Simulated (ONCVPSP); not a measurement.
## Scattering properties, ONCV potential for fluorine (F)

- Element: F (Z = 9)
- Generator: ONCVPSP 4.0.1
- Type: optimised norm-conserving Vanderbilt (ONCV)
- Functional: PBE
- Relativity: scalar-relativistic
- Frozen core: [He]
- Valence charge: 7
- Reference configuration: 2s2 2p5
- Partial waves: 2s: rc 0.90 bohr, ncon 4, nbas 7, qcut 9.6 1/bohr, 3 projectors, debl 2.3 Ha; 2p: rc 1.98 bohr, ncon 4, nbas 8, qcut 8.5 1/bohr, 1 projector
- Local potential: polynomial inside 0.60 bohr (lpopt 2, dvloc0 0 Ha)
- Core correction: polynomial model core, fcfact 0.25

The phase is arctan(r·R′/R) of the radial function R(r), unwrapped; energies in Ha, scanned from -3 to 5 Ha. A pole is an energy at which the radial function vanishes at the test radius. The pseudo phase is shifted by a multiple of π to meet the all-electron one at the reference energy, and phase errors are pseudo minus all-electron; the curves can meet again beyond the range given. Levels narrower than the energy grid can be missing from the lists of poles.

```csv
channel,radius (bohr),reference energy (Ha),"poles, all-electron","poles, pseudo",unbroken range about the reference energy with phases within 0.05 rad,phase error 1 Ha above the reference energy (rad)
s,0.91,-1.10,4.00,4.00,the whole range,+0.000
p,2.01,-0.41,"-0.21, 3.54","-0.21, 4.23",below 0.5,+0.072
```

Phases in the p channel:

| E (Ha) | all-electron | pseudo |
| --- | --- | --- |
| -2.98 | 1.311 | 1.311 |
| -2.76 | 1.298 | 1.298 |
| -2.54 | 1.282 | 1.282 |
| -2.32 | 1.263 | 1.264 |
| -2.10 | 1.240 | 1.241 |
| -1.88 | 1.211 | 1.212 |
| -1.66 | 1.173 | 1.175 |
| -1.44 | 1.121 | 1.123 |
| -1.22 | 1.039 | 1.043 |
| -1.00 | 0.891 | 0.898 |
| -0.78 | 0.527 | 0.538 |
| -0.56 | -0.552 | -0.546 |
| -0.34 | -1.377 | -1.376 |
| -0.12 | -1.666 | -1.661 |
| 0.10 | -1.836 | -1.823 |
| 0.32 | -1.992 | -1.964 |
| 0.54 | -2.189 | -2.128 |
| 0.76 | -2.492 | -2.363 |
| 0.98 | -2.979 | -2.730 |
| 1.20 | -3.553 | -3.241 |
| 1.42 | -3.963 | -3.717 |
| 1.64 | -4.203 | -4.031 |
| 1.86 | -4.348 | -4.223 |
| 2.08 | -4.443 | -4.345 |
| 2.30 | -4.511 | -4.429 |
| 2.52 | -4.562 | -4.491 |
| 2.74 | -4.604 | -4.538 |
| 2.96 | -4.638 | -4.576 |
| 3.18 | -4.668 | -4.607 |
| 3.40 | -4.696 | -4.634 |
| 3.62 | -4.721 | -4.657 |
| 3.84 | -4.746 | -4.678 |
| 4.06 | -4.772 | -4.698 |
| 4.28 | -4.799 | -4.716 |
| 4.50 | -4.830 | -4.735 |
| 4.72 | -4.866 | -4.753 |
| 4.94 | -4.910 | -4.771 |
